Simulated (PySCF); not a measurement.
B3LYP has the VWN-RPA correlation part, as in Gaussian. 

```xyz
7

C      1.9463    -0.2480     0.0017
C      0.7504    -0.0956     0.0007
Si    -1.0601     0.1351    -0.0009
H      3.0016    -0.3824     0.0027
H     -1.4300     1.1004    -1.0581
H     -1.7191    -1.1626    -0.2618
H     -1.4891     0.6531     1.3158
```

Charge 0, multiplicity 1.

Give the Mulliken and meta-Löwdin atomic charges from B3LYP-D3(BJ)/def2-TZVP run with PySCF 2.14.0.


```json
[
 {"atom": "C1", "Mulliken (e)": "-0.14", "meta-Löwdin (e)": "-0.15"},
 {"atom": "C2", "Mulliken (e)": "-0.20", "meta-Löwdin (e)": "-0.29"},
 {"atom": "Si3", "Mulliken (e)": "0.28", "meta-Löwdin (e)": "0.54"},
 {"atom": "H4", "Mulliken (e)": "0.19", "meta-Löwdin (e)": "0.17"},
 {"atom": "H5", "Mulliken (e)": "-0.04", "meta-Löwdin (e)": "-0.09"},
 {"atom": "H6", "Mulliken (e)": "-0.04", "meta-Löwdin (e)": "-0.09"},
 {"atom": "H7", "Mulliken (e)": "-0.04", "meta-Löwdin (e)": "-0.09"}
]
```
